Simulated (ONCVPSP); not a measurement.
## Logarithmic derivatives: germanium (Ge), ONCV

* Element: germanium (Ge)
* Generator: ONCVPSP 4.0.1
* Type: optimised norm-conserving Vanderbilt (ONCV)
* Functional: PBE
* Relativity: fully relativistic
* Frozen core: [Ne]
* Valence charge: 22
* Reference configuration: 3s2 3p6 3d10 4s2 4p2
* Partial waves: 3s+4s: rc 1.00 bohr, ncon 4, nbas 8, qcut 9.4 1/bohr, 2 projectors; 3p+4p: rc 1.30 bohr, ncon 4, nbas 8, qcut 12.6 1/bohr, 2 projectors; 3d: rc 0.80 bohr, ncon 3, nbas 7, qcut 17.7 1/bohr, 2 projectors, debl 2.6 Ha
* Local potential: polynomial inside 0.55 bohr (lpopt 5, dvloc0 0 Ha)
* Core correction: none

Open shells are filled in proportion to 2j + 1.

The phase is arctan(r·R′/R) of the radial function R(r), unwrapped; energies in Ha, scanned from -8 to 5 Ha. A pole is an energy at which the radial function vanishes at the test radius. The pseudo phase is shifted by a multiple of π to meet the all-electron one at the reference energy, and phase errors are pseudo minus all-electron; the curves can meet again beyond the range given. Levels narrower than the energy grid can be missing from the lists of poles.

```csv
channel,radius (bohr),reference energy (Ha),"poles, all-electron","poles, pseudo",unbroken range about the reference energy with phases within 0.05 rad,phase error 1 Ha above the reference energy (rad)
s,1.01,-0.43,-4.93,-4.93,the whole range,-0.000
p3/2,1.32,-0.14,-3.91,-3.91,the whole range,+0.000
p1/2,1.32,-0.15,-4.09,-4.09,the whole range,+0.000
d5/2,0.81,-1.07,2.48,2.48,the whole range,-0.000
d3/2,0.81,-1.09,2.42,2.42,the whole range,-0.000
```

Phases in the p3/2 channel:

```
E (Ha)  all-electron  pseudo
 -7.96         1.292   1.292
 -7.60         1.279   1.279
 -7.24         1.263   1.263
 -6.88         1.244   1.244
 -6.52         1.220   1.220
 -6.16         1.187   1.187
 -5.80         1.139   1.139
 -5.44         1.061   1.061
 -5.08         0.895   0.895
 -4.72         0.336   0.336
 -4.36        -1.052  -1.052
 -4.00        -1.519  -1.519
 -3.64        -1.673  -1.673
 -3.28        -1.756  -1.756
 -2.92        -1.815  -1.816
 -2.56        -1.866  -1.866
 -2.20        -1.915  -1.915
 -1.84        -1.966  -1.966
 -1.48        -2.023  -2.023
 -1.12        -2.092  -2.092
 -0.76        -2.178  -2.178
 -0.40        -2.290  -2.290
 -0.04        -2.441  -2.441
  0.32        -2.647  -2.647
  0.68        -2.919  -2.919
  1.04        -3.243  -3.243
  1.40        -3.562  -3.562
  1.76        -3.826  -3.825
  2.12        -4.022  -4.022
  2.48        -4.165  -4.165
  2.84        -4.271  -4.270
  3.20        -4.350  -4.350
  3.56        -4.412  -4.412
  3.92        -4.461  -4.461
  4.28        -4.502  -4.502
  4.64        -4.536  -4.536
  5.00        -4.565  -4.565
```
